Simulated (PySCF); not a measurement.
# Computed structure and properties of Bi(OH)5

System: Bi(OH)5 (singlet); start: displaced along the imaginary mode (C1). Method: PySCF 2.14.0, RKS B3LYP, Bi def2-SVP with ECP60, O def2-SVP, H def2-SVP; non-relativistic Hamiltonian with scalar-relativistic core potentials where named; density fitting; no spin-orbit coupling.

Input of the relaxation:

```python
mol = gto.M(atom='''
Bi    -0.01850     0.00024    -0.00562
O     -0.26307     0.00679     2.08787
H      0.59031    -0.17192     2.55024
O      2.12160    -0.01982     0.11803
H      2.44586     0.25000     1.03233
O      0.14670     1.76680    -1.09331
H      1.11208     1.89733    -1.14409
O     -2.10291     0.00486    -0.08301
H     -2.37434    -0.03034     0.85232
O      0.15711    -1.76278    -1.09398
H      1.11809    -1.92952    -1.10377''',
    basis={'Bi': 'def2-SVP', 'O': 'def2-SVP', 'H': 'def2-SVP'},
    ecp={'Bi': 'def2-SVP'},
    charge=0, spin=0)
mf = dft.RKS(mol, xc='B3LYP')
mf.grids.atom_grid = (50, 194)
mf = mf.density_fit()  # fitting sets: Bi def2-universal-JKFIT, O def2-universal-JKFIT, H def2-universal-JKFIT
mf.conv_tol = 1e-08; mf.max_cycle = 55
mf.kernel(dm0)  # dm0: converged density of the start geometry
# quasi-Newton relaxation in Cartesian coordinates to a largest gradient under 0.00045 Eh/bohr, steps kept in the point group
```

Run from Python with OMP_NUM_THREADS=2; the lines above give its settings. Where DIIS fails, smearing, a level shift and second-order steps follow.
It took 68 s on 2 threads of AMD EPYC 9R45 96-Core Processor (Zen 5), with other jobs on the host, from the converged density of the start.

Course of the relaxation:

```
step  energy above end (eV)  largest force component within the symmetry (eV/Å)
   0                 0.0648                                               1.503
   1                 0.0245                                               0.215
   2                 0.0194                                               0.163
   3                 0.0174                                               0.343
   4                 0.0146                                               0.387
   5                 0.0098                                               0.338
   6                 0.0088                                               0.312
   7                 0.0050                                               0.199
  15                 0.0007                                               0.050
  16                 0.0004                                               0.043
  17                 0.0003                                               0.041
  18                 0.0002                                               0.023
  19                 0.0001                                               0.021
  20                 0.0000                                               0.021
```
(The steps between are left out.)

Relaxed geometry (C1):

```xyz
11

Bi   -0.0184    0.0106    0.0402
O    -0.2568   -0.0561    2.1273
H     0.5892   -0.3633    2.4947
O     2.1070   -0.1341    0.2626
H     2.4457    0.5863    0.8188
O     0.2008    1.8009   -1.0096
H     1.1490    1.8382   -1.2276
O    -2.0973    0.1207   -0.1019
H    -2.4179   -0.0752    0.7962
O     0.1382   -1.7624   -1.0348
H     1.0934   -1.9540   -1.0490
```

```csv
contact,Å
Bi1–O2 (OH),2.102
Bi1–O4 (OH),2.142
Bi1–O6 (OH),2.087
Bi1–O8 (OH),2.087
Bi1–O10 (OH),2.079
```

On the finer grid (75, 302):

The HOMO is -8.47 eV, the LUMO is -4.08 eV and the dipole about the centre of mass is 3.83 D. The set of Mulliken populations of Bi1 outside the core potential is s 3.45, p 7.76, d 10.48 and the D3(BJ) dispersion energy (not in the energies) is -0.431 eV.

```tsv
atom	Mulliken (e)	Löwdin (e)	spin (e)
Bi1	1.32	1.14	0.00
O2	-0.47	-0.32	0.00
H3	0.18	0.07	0.00
O4	-0.51	-0.35	0.00
H5	0.18	0.06	0.00
O6	-0.43	-0.28	0.00
H7	0.19	0.07	0.00
O8	-0.43	-0.27	0.00
H9	0.20	0.08	0.00
O10	-0.44	-0.28	0.00
H11	0.21	0.08	0.00
```

On the grid (50, 194), as all that follows. Harmonic modes: a minimum within the noise of the softest modes; lowest 58 cm⁻¹ (negative: unstable), highest 3778 cm⁻¹, zero-point energy 1.778 eV.

Taking off one OH (charge -1, singlet; the rest: singlet) in vacuum, both parts rigid, costs 11.70 eV; the small basis without counterpoise inflates it. Most of it is the attraction of opposite charges; other ways to part are cheaper, and one spin state was tried for the rest.

Rigid scan of OH along the line from its metal:

(distance to O2 (Å), energy (eV)): (1.80, 1.271), (1.90, 0.475), (2.00, 0.101), (2.10, 0.000), (2.20, 0.073), (2.30, 0.250), (2.50, 0.751), (2.80, 1.550), (3.20, 2.414), (3.70, 3.147)

One start shape was tried, so this needn't be the lowest isomer.
